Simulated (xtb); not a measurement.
cobalt atom (Co), quartet (GFN-xTB shapes and energies of metal compounds can be far from the true ones). Base run: GFN2-xTB in xtb.

Here is a job for xtb.
```
$ xtb mol.xyz --gfn 2 --uhf 3 --json

# file mol.xyz
1

Co     0.00000000     0.00000000     0.00000000
```

The base run was repeated with changes; each row names its change, and settings that it needs were set with it.

```json
[
 {"change": "base", "ΔE vs base (mEh)": "0.000", "G_solv (kcal/mol)": "-", "SCF cycles": "41"},
 {"change": "alpb = acetonitrile", "ΔE vs base (mEh)": "55.814", "G_solv (kcal/mol)": "35.02", "SCF cycles": "40"},
 {"change": "gbsa = methanol", "ΔE vs base (mEh)": "7.088", "G_solv (kcal/mol)": "4.45", "SCF cycles": "42"},
 {"change": "etemp = 10000", "ΔE vs base (mEh)": "-111.8", "G_solv (kcal/mol)": "-", "SCF cycles": "15"},
 {"change": "acc = 1000", "ΔE vs base (mEh)": "0.000", "G_solv (kcal/mol)": "-", "SCF cycles": "14"},
 {"change": "acc = 30", "ΔE vs base (mEh)": "0.000", "G_solv (kcal/mol)": "-", "SCF cycles": "28"},
 {"change": "acc = 0.0001", "ΔE vs base (mEh)": "0.000", "G_solv (kcal/mol)": "-", "SCF cycles": "78"},
 {"change": "gbsa = acetonitrile", "ΔE vs base (mEh)": "-1.915", "G_solv (kcal/mol)": "-1.20", "SCF cycles": "43"}
]
```

ALPB and GBSA are two models with their own fitted parameters for each solvent, which aren't always the measured dielectric constant.
